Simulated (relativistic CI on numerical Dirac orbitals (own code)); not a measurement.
What each ingredient does to the levels of Gd⁵⁶⁺

Base calculation: Dirac-Coulomb-Breit CI, KLI orbitals optimised for each configuration, a model potential for QED, unscaled Slater integrals.

Configuration list (outside the closed core 1s2): 2s²2p⁴, 2s2p⁵, 2p⁶, 2p⁵3s, 2p⁵3p, 2p⁵3d, 2s²2p³3s, 2s²2p³3p, 2s²2p³3d, 2s2p⁴3s, 2s2p⁴3p, 2s2p⁴3d, 2s²2p³4s, 2s²2p³4p, 2s²2p³4d, 2s²2p³4f, 2s2p⁴4s, 2s²2p²3s², 2s2p⁴4p, 2s2p⁴4d, 2s2p⁴4f, 2s²2p²3s3p, 2s²2p³5s, 2s²2p³5p, 2s²2p²3s3d, 2s²2p²3p², 2s²2p³5d, 2s²2p³5f, 2s²2p³5g, 2s²2p²3p3d, 2s2p³3s², 2s²2p²3d², 2s2p³3s3p, 2s2p³3s3d, 2s2p³3p², 2s2p⁴5s. Levels of other configurations are missing.

Variants: (1) QED terms removed. Shifts of the energy above 2s²2p⁴ ³P2, in eV, for the lowest level and the first level of each name with at least 55 % of one term (blank where a level changes its place among those of its configuration and J or its character, or is not in the variant):

```tsv
Level	Base	Δ(1)
2s²2p⁴ ³P2	0.00	0.00
2s²2p⁴ ¹S0	49.12	+0.03
2s²2p⁴ ³P1	720.13	-1.00
2s²2p⁴ ¹D2	738.46	-0.99
2s2p⁵ ³P°2	1049.78	+9.95
2s2p⁵ ¹P°1	1118.75	+9.97
2s²2p⁴ ³P0	1477.15	-1.87
2s2p⁵ ³P°0	1779.73	+8.97
2s2p⁵ ³P°1	1815.08	+8.99
2p⁶ ¹S0	2203.99	+19.79
2s²2p³3p ³P0	6746.40	+0.96
2s²2p³3d ³P°0	6814.10	+1.45
2s²2p³3s ³S°1	7111.02	-2.85
2s²2p³3s ³D°3	7124.55	-2.83
2s²2p³3s ¹D°2	7131.63	-2.84
2s²2p³3s ³P°0	7166.07	-2.78
2s²2p³3s ³P°1	7169.30	-2.81
2s²2p³3p ³D1	7261.19	+0.28
2s2p⁴3s ⁵P3	7373.33	+6.18
2s²2p³3p ³F4	7427.63	-0.04
2s2p⁴3s ¹S0	7502.02	+8.21
```

At this charge energies of transitions that change n are usually good to better than 1 %, and those within a shell (Δn = 0) to a few per cent.

Ionisation energy from the two ground configurations alone: base 11859.5 eV. The NIST ASD value (theoretical) is 11861 eV.

LS names give the leading component of a level, which can be under half, so a name can repeat, a term be missing and a line seem to break the LS rules.
